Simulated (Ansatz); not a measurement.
Results of the Gaussian-basis code of Ansatz.

C3H12BN, SMILES `C[NH2+][BH-](C)C` at its PBE0-D4/def2-TZVP geometry, where that method's forces vanish. Total charge 0; spin multiplicity 1.

```csv
atom,x (Å),y (Å),z (Å)
C1,-1.3264,1.1479,1.1456
N2,-1.0568,0.0274,0.2367
B3,0.5257,-0.4243,0.0983
C4,1.3373,0.8165,-0.5331
C5,0.5055,-1.7416,-0.8328
H6,-0.8186,2.0337,0.7700
H7,-0.9122,0.9009,2.1219
H8,-2.3958,1.3485,1.2334
H9,-1.3990,0.2449,-0.6966
H10,-1.5660,-0.7970,0.5420
H11,0.8364,-0.6669,1.2577
H12,0.9510,1.1250,-1.5161
H13,1.3771,1.7124,0.0969
H14,2.3781,0.5214,-0.7000
H15,1.5169,-2.1471,-0.9326
H16,-0.1097,-2.5599,-0.4348
H17,0.1564,-1.5417,-1.8564
```

Task: For each bond, give half the difference of the two atoms' forces along it (eV/Å; positive pushes the atoms apart) under PBE-D4, r2SCAN-D4, B3LYP-D4, ωB97M-V in def2-TZVPP. (Best estimate.)

Result: The calculation gave: 
```
  bond  length (Å)  PBE-D4  r2SCAN-D4  B3LYP-D4  ωB97M-V
 C1–N2       1.468    0.12       0.24      0.27     0.23
 C1–H6       1.088    0.09      -0.06     -0.10    -0.09
 C1–H7       1.089    0.10      -0.06     -0.09    -0.09
 C1–H8       1.092    0.06      -0.07     -0.09    -0.09
 N2–B3       1.652   -0.11       0.05      0.10     0.12
 N2–H9       1.018    0.24      -0.01     -0.06    -0.11
N2–H10       1.016    0.22      -0.03     -0.07    -0.09
B3–H11       1.225    0.05      -0.05     -0.14    -0.13
C4–H12       1.100    0.13       0.00     -0.03    -0.05
C4–H13       1.096    0.12      -0.02     -0.05    -0.06
C4–H14       1.095    0.13      -0.01     -0.06    -0.05
C5–H15       1.094    0.13      -0.01     -0.06    -0.06
C5–H16       1.098    0.12      -0.01     -0.03    -0.05
C5–H17       1.100    0.13       0.00     -0.03    -0.05
```

B3LYP here is the variant with VWN-RPA as its local correlation; programs differ in this.
